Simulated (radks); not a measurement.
The mean radii <r> (bohr) of the occupied orbitals of an atom or ion are listed with their occupations. Method: Dirac Kohn-Sham, PBE, spin-unpolarised, spherical densities, point nucleus; computed with a radial shooting solver on a logarithmic mesh with Libxc functionals.

| orbital | occ. | <r> |
|---|---|---|
| 1s1/2 | 2 | 0.09687 |
| 2s1/2 | 2 | 0.4784 |
| 2p1/2 | 2 | 0.4402 |
| 2p3/2 | 4 | 0.4425 |
| 3s1/2 | 2 | 1.578 |
| 3p1/2 | 2 | 1.763 |

Name the element and its charge. Open shells, if any, fill j = l - 1/2 first.

Answer. Z = 16, sulfur, charge +2: S2+ in [Ne] 3s2 3p2. The 1s radius gives Z: for a bare nucleus <r> = (2 gamma + 1)/(2Z) with gamma = sqrt(1 - (Z/c)^2), 0.09332 bohr for Z = 16, and screening makes it slightly larger (0.09687 here). The occupations add up to 14, and the charge is Z minus that.
